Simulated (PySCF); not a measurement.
# Working out the ionisation energy of Cl⁺

Cl⁺ [Ne] 3s2 3p4 (3P) → Cl²⁺ [Ne] 3s2 3p3 (4S). Calculation: PySCF 2.14, in aug-cc-pV(Q+d)Z (7s6p5d3f2g, 89 functions); the non-relativistic Hamiltonian (point nucleus). Frozen: [Ne]. Energies in hartree (1 hartree = 27.21139 eV):

| part | Cl⁺ (lower) | Cl²⁺ (upper) |
| --- | --- | --- |
| UHF | -459.056857 | -458.226435 |
| MP2 opposite-spin | -0.106574 | -0.076573 |
| MP2 same-spin | -0.029931 | -0.026907 |

Task: What does Hartree-Fock give?

Result: (-458.226435) − (-459.056857) = 0.830422 hartree = 22.597 eV.

Task: What do MP2 and SCS-MP2 (6/5 opposite-spin, 1/3 same-spin) give?

Result: The opposite-spin parts differ by 0.816 eV and the same-spin parts by 0.082 eV. MP2: 22.597 + (0.816) + (0.082) = 23.495 eV. SCS-MP2: 22.597 + 1.2 × (0.816) + (0.082)/3 = 23.604 eV.

Measured between the centres of the two terms (NIST): 23.771 eV, so MP2 (valence) is off by -0.276 eV.

What remains against the reference includes basis incompleteness, the frozen core and correlation beyond second order.
